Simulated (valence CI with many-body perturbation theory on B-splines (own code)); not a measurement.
Results of a calculation; reference values are marked as such.
Bi⁴²⁺: what each term of the Hamiltonian does

Method: configuration interaction combined with many-body perturbation theory (CI+MBPT): five valence electrons over a frozen Dirac-Fock core [Kr], radial functions for each j: 7 s, 7 p, 8 d, 6 f, 4 g, 1 h, with the one-electron correlation potential Σ1 (screened to all orders), the two-electron term Σ2, the three-electron term Σ3, Breit, model QED; selected single and double excitations, second order for the rest (own B-spline code, finite nucleus).

No measured spectrum was set against this ion. As an estimate, large intervals hold to a few tenths of a per cent, small ones and those within an open d or f shell to about a per cent. Only levels of the ground parity were solved; by the run's estimate the other parity begins above the list, which can be wrong where configurations are misplaced.

Each rung adds one term. CI alone is the Dirac-Coulomb CI over the frozen core; QED comes last and gives the full result, which names the levels. Energies are above (4d3/2^4 4d5/2) J=5/2 on the same rung, in cm⁻¹.

Levels are named by their leading jj configuration (3d3/2^4 stands for four electrons in 3d with j = 3/2), which in mixed levels can hold well under half, so a name can repeat and another be missing. Letters in brackets count levels of one name in rising energy.

```tsv
Level	CI alone	Σ1	Σ2	Σ3	Breit	QED	Full
(4d3/2^3 4d5/2^2) J=5/2 [a]	218038	+1019	+1653	+1114	-4778	+677	217724
(4d3/2^3 4d5/2^2) J=7/2 [a]	265611	+1026	-755	-106	-5436	+668	261009
(4d3/2^3 4d5/2^2) J=3/2 [a]	269052	+1018	+752	-402	-4535	+671	266556
(4d3/2^3 4d5/2^2) J=11/2	278143	+1050	-2387	-236	-7023	+671	270219
(4d3/2^3 4d5/2^2) J=9/2	293970	+1056	-2334	-477	-6155	+677	286737
(4d3/2^3 4d5/2^2) J=5/2 [b]	304818	+1061	-1461	-676	-5503	+686	298923
(4d3/2^3 4d5/2^2) J=1/2	315442	+1086	-491	-919	-4954	+705	310869
(4d3/2^3 4d5/2^2) J=7/2 [b]	322986	+1057	-2786	-1637	-5573	+674	314722
(4d3/2^3 4d5/2^2) J=3/2 [b]	380508	+1101	+386	-1976	-4719	+716	376016
(4d3/2^2 4d5/2^3) J=5/2 [a]	477961	+2007	+2728	+574	-9341	+1331	475260
(4d3/2^2 4d5/2^3) J=7/2 [a]	513902	+2053	+220	-77	-10269	+1347	507177
(4d3/2^2 4d5/2^3) J=11/2	522819	+2077	-1486	-73	-11720	+1348	512965
(4d3/2^2 4d5/2^3) J=9/2 [a]	527207	+2060	-870	-337	-11048	+1344	518357
(4d3/2^2 4d5/2^3) J=1/2 [a]	536875	+2064	+615	-566	-9298	+1351	531041
(4d3/2^2 4d5/2^3) J=13/2	548307	+2100	-3229	-590	-12992	+1348	534943
(4d3/2^2 4d5/2^3) J=3/2 [a]	542388	+2039	+3597	-886	-9407	+1353	539084
(4d3/2^2 4d5/2^3) J=5/2 [b]	550168	+2061	-149	-961	-10103	+1347	542364
(4d3/2^2 4d5/2^3) J=9/2 [b]	572850	+2060	+876	-1262	-10834	+1350	565042
(4d3/2^2 4d5/2^3) J=7/2 [b]	583656	+2084	-2264	-1704	-11039	+1350	572084
(4d3/2^2 4d5/2^3) J=5/2 [c]	583492	+2057	+1226	-1516	-9545	+1349	577064
(4d3/2^2 4d5/2^3) J=3/2 [b]	590221	+2047	-1771	-2829	-10060	+1335	578942
(4d3/2^2 4d5/2^3) J=1/2 [b]	608148	+2052	+577	-2410	-9481	+1347	600233
(4d3/2^2 4d5/2^3) J=7/2 [c]	612985	+2077	-131	-2250	-10560	+1354	603476
(4d3/2^2 4d5/2^3) J=9/2 [c]	646013	+2097	-2357	-2528	-10842	+1358	633740
(4d3/2^2 4d5/2^3) J=3/2 [c]	696410	+2077	-3223	-3673	-9339	+1348	683600
(4d3/2^2 4d5/2^3) J=5/2 [d]	709846	+2117	-1358	-3592	-9624	+1378	698768
(4d3/2 4d5/2^4) J=5/2 [a]	776206	+3030	+5142	-1206	-14244	+2014	770941
(4d3/2 4d5/2^4) J=7/2 [a]	812603	+3076	+3320	-1547	-15143	+2032	804341
(4d3/2 4d5/2^4) J=3/2 [a]	820148	+3057	+4414	-1570	-14148	+2024	813925
(4d3/2 4d5/2^4) J=11/2	825845	+3102	+1420	-1464	-16634	+2033	814302
(4d3/2 4d5/2^4) J=9/2	848423	+3084	+779	-2218	-15715	+2023	836377
```

The middle columns are the shifts that each term adds.

Q: How does the ionisation energy move along the ladder, and which term matters most?

A: CI alone 2086.2, + Σ1 2088.9, + Σ2 2092.5, + Σ3 2092.5, + Breit 2091.6, + QED 2091.7 eV. The largest step is Σ2, 3.6 eV. NIST lists 2090 ± 4 eV (theoretical).
